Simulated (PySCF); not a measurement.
B3LYP has the VWN-RPA correlation part, as in Gaussian. Delta-SCF ions had no search for a lower state. Excitations are Tamm–Dancoff values on a coarser integration grid. The basis has no diffuse functions, so Rydberg states are missing or too high.

Z-matrix (Å, degrees):
```
Si
O 1 1.6380
H 2 0.9618 1 118.33
C 1 1.6914 2 127.51 3 -0.01
H 4 1.0814 1 124.97 2 0.00
H 4 1.0828 5 115.92 1 -180.00
H 1 1.4657 2 107.07 3 179.99
```
Charge 0, multiplicity 1.

Question: Predict the brightest of the four lowest singlets (TDA), S1 excitation (TDA) and vertical ionisation energy (Delta-SCF) from B3LYP-D3(BJ)/def2-TZVP (PySCF).

Answer: 
- brightest of the four lowest singlets (TDA) = 5.74 eV
- S1 excitation (TDA) = 4.77 eV
- vertical ionisation energy (Delta-SCF) = 8.40 eV
